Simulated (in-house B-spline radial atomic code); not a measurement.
## Binding energies in S7+

NIST's tabulated ground configuration is [He] 2s2 2p5; each binding energy is the energy of the ion with one electron taken from that subshell, relaxed, less that of the parent. Computed with a radial B-spline atomic code at the basis-set limit: Dirac-Hartree-Fock, average of configuration, Fermi nucleus of rms radius 3.2611 fm. Energies include first-order Breit, QED and recoil terms.

| subshell | X-ray name | binding energy (eV) | -ε (eV) | relaxation (eV) |
| --- | --- | --- | --- | --- |
| 1s | K | 2661.9 | 2682.2 | 18.0 |
| 2s | L1 | 389 | 391.1 | 2.0 |
| 2p | L2,3 | 330.7 | 333.4 | 2.6 |

Relaxation = -ε minus the binding energy without Breit, QED and recoil terms.

(1) What does it cost to remove both a 1s and a 2p electron?

(2) What does it cost to remove two 2p electrons?

(3) What does it cost to remove two 2s electrons?

Results:

(1) 3063.8 eV, which is 71.14 eV more than the two single binding energies together.

(2) 715.38 eV, which is 53.92 eV more than the two single binding energies together.

(3) 828.83 eV, which is 50.78 eV more than the two single binding energies together.
